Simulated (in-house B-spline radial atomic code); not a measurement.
Pd³⁺ is squeezed into an impenetrable sphere of radius R (the orbitals vanish at R). Method: scalar-relativistic (X2C) Hartree-Fock, spin-polarised, averaged over the determinants with the given up and down occupations, Fermi nucleus of rms radius 4.5318 fm. Calculated with a radial B-spline atomic code at the basis-set limit.

Energies in eV above the free ion in [Kr] 4d7:

```tsv
R (bohr)	highest level (eV)	[Kr] 4d7	[Kr] 4d6 4f1	[Ar] 3d10 4s2 4p5 4d7 4f1
7.41	-47	1.022e-05	31.05	85.03
5.58	-47	0.003354	32.28	86.21
5.28	-47	0.008366	32.73	86.65
4.1	-46.8	0.2718	36.21	90.01
3.84	-46.6	0.5701	37.69	91.45
2.99	-44.1	6.167	49.11	103
2.45	-37.3	28.78	77.72	132.8
2.06	-23.6	93.27	148	206.1
1.74	3.2	260.1	319.8	383.2
1.32	103	1111	1169	1246
```

Problem. Does [Kr] 4d6 4f1 fall below [Kr] 4d7 under compression?

Solution. No, it stays above over the whole range.

Problem. Does [Ar] 3d10 4s2 4p5 4d7 4f1 fall below [Kr] 4d7 under compression?

Solution. No, it stays above over the whole range.

The highest level is first positive in the row R = 1.74 bohr, pushed up by confinement above the zero of the free ion's potential. Each configuration is held fixed and needn't be the lowest in the sphere.
